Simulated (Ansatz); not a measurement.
Reaction (ligand exchange at a Ge–F bond): `[OH][Ge]([F])([F])[Cl]` + NH₃ → `[NH2][Ge]([OH])([F])[Cl]` + H–F

Isolated molecules relaxed with PBE0-D4/def2-TZVP in Ansatz; ΔE leaves out vibrations. CBS: MP2 limit from def2 TZ/QZ plus the TZ coupled-cluster correction, frozen cores. This one scheme is used for every species. DFT in def2-TZVPP. B3LYP here is the variant with VWN-RPA as its local correlation; programs differ in this. HSE06 is defined as in plane-wave codes. For Ge outer-core shells are correlated without core-valence functions, which leaves a few kJ/mol of doubt a bond. Scalar relativity is left out up to krypton. One conformer a species, not always the lowest.

```json
{"level": "LDA (SPW92)", "ΔE (kJ/mol)": "27.0", "difference from CCSD(T)/CBS": "-1.5"}
{"level": "PBE-D4", "ΔE (kJ/mol)": "33.2", "difference from CCSD(T)/CBS": "4.7"}
{"level": "revPBE-D4", "ΔE (kJ/mol)": "31.2", "difference from CCSD(T)/CBS": "2.7"}
{"level": "r2SCAN-D4", "ΔE (kJ/mol)": "39.2", "difference from CCSD(T)/CBS": "10.7"}
{"level": "B97M-V", "ΔE (kJ/mol)": "47.8", "difference from CCSD(T)/CBS": "19.3"}
{"level": "PBE0-D4", "ΔE (kJ/mol)": "30.8", "difference from CCSD(T)/CBS": "2.3"}
{"level": "B3LYP-D4", "ΔE (kJ/mol)": "35.9", "difference from CCSD(T)/CBS": "7.4"}
{"level": "r2SCANh-D4", "ΔE (kJ/mol)": "37.5", "difference from CCSD(T)/CBS": "9.0"}
{"level": "r2SCAN0-D4", "ΔE (kJ/mol)": "35.2", "difference from CCSD(T)/CBS": "6.7"}
{"level": "HSE06-D4", "ΔE (kJ/mol)": "30.7", "difference from CCSD(T)/CBS": "2.2"}
{"level": "BHLYP-D4", "ΔE (kJ/mol)": "36.4", "difference from CCSD(T)/CBS": "7.9"}
{"level": "CAM-B3LYP-D4", "ΔE (kJ/mol)": "38.2", "difference from CCSD(T)/CBS": "9.7"}
{"level": "ωB97X-V", "ΔE (kJ/mol)": "38.5", "difference from CCSD(T)/CBS": "10.0"}
{"level": "ωB97M-V", "ΔE (kJ/mol)": "36.5", "difference from CCSD(T)/CBS": "8.0"}
{"level": "B2PLYP", "ΔE (kJ/mol)": "39.0", "difference from CCSD(T)/CBS": "10.5"}
{"level": "PBE", "ΔE (kJ/mol)": "36.9", "difference from CCSD(T)/CBS": "8.4"}
{"level": "revPBE", "ΔE (kJ/mol)": "39.8", "difference from CCSD(T)/CBS": "11.3"}
{"level": "BLYP", "ΔE (kJ/mol)": "45.3", "difference from CCSD(T)/CBS": "16.8"}
{"level": "r2SCAN", "ΔE (kJ/mol)": "40.2", "difference from CCSD(T)/CBS": "11.7"}
{"level": "r2SCANh", "ΔE (kJ/mol)": "38.6", "difference from CCSD(T)/CBS": "10.1"}
{"level": "r2SCAN0", "ΔE (kJ/mol)": "36.4", "difference from CCSD(T)/CBS": "7.9"}
{"level": "HSE06", "ΔE (kJ/mol)": "33.8", "difference from CCSD(T)/CBS": "5.3"}
{"level": "BHLYP", "ΔE (kJ/mol)": "41.3", "difference from CCSD(T)/CBS": "12.8"}
{"level": "CAM-B3LYP", "ΔE (kJ/mol)": "41.6", "difference from CCSD(T)/CBS": "13.1"}
{"level": "LC-ωPBE", "ΔE (kJ/mol)": "36.7", "difference from CCSD(T)/CBS": "8.2"}
{"level": "RPA@PBE/def2-TZVPP", "ΔE (kJ/mol)": "34.9", "difference from CCSD(T)/CBS": "6.4"}
{"level": "HF/def2-SVP", "ΔE (kJ/mol)": "41.4", "difference from CCSD(T)/CBS": "12.9"}
{"level": "MP2/def2-SVP", "ΔE (kJ/mol)": "40.6", "difference from CCSD(T)/CBS": "12.1"}
{"level": "CCSD/def2-SVP", "ΔE (kJ/mol)": "42.5", "difference from CCSD(T)/CBS": "14.0"}
{"level": "CCSD(T)/def2-SVP", "ΔE (kJ/mol)": "42.4", "difference from CCSD(T)/CBS": "13.9"}
{"level": "HF/def2-TZVPP", "ΔE (kJ/mol)": "46.2", "difference from CCSD(T)/CBS": "17.7"}
{"level": "SCS-MP2/def2-TZVPP", "ΔE (kJ/mol)": "35.2", "difference from CCSD(T)/CBS": "6.7"}
{"level": "CCSD/def2-TZVPP", "ΔE (kJ/mol)": "34.3", "difference from CCSD(T)/CBS": "5.8"}
{"level": "CCSD(T)/def2-TZVPP", "ΔE (kJ/mol)": "33.1", "difference from CCSD(T)/CBS": "4.6"}
{"level": "HF/def2-QZVPP", "ΔE (kJ/mol)": "48.5", "difference from CCSD(T)/CBS": "20.0"}
{"level": "MP2/def2-QZVPP", "ΔE (kJ/mol)": "28.0", "difference from CCSD(T)/CBS": "-0.5"}
{"level": "SCS-MP2/def2-QZVPP", "ΔE (kJ/mol)": "33.6", "difference from CCSD(T)/CBS": "5.1"}
{"level": "HF/CBS(def2)", "ΔE (kJ/mol)": "48.8", "difference from CCSD(T)/CBS": "20.3"}
{"level": "MP2/CBS(def2)", "ΔE (kJ/mol)": "25.3", "difference from CCSD(T)/CBS": "-3.2"}
{"level": "CCSD/CBS(def2)", "ΔE (kJ/mol)": "29.7", "difference from CCSD(T)/CBS": "1.2"}
{"level": "CCSD(T)/CBS", "ΔE (kJ/mol)": "28.5", "difference from CCSD(T)/CBS": "0"}
```

Largest T1 diagnostic among the species: 0.012.

In def2-TZVPP, CCSD(T) changes the Hartree–Fock value by −13.1 kJ/mol (the triples alone add −1.1 kJ/mol) and MP2 by −16.4 kJ/mol. The D4 term adds −5.9 kJ/mol with B3LYP and −3.2 kJ/mol with PBE0; it sums over pairs of atoms, weighted by their polarisabilities, and B3LYP, whose exchange is more repulsive, gets the larger term.

CCSD(T)/CBS has its own doubt, a few kJ/mol and more with outer-core shells, so smaller differences from it don't rank the levels.
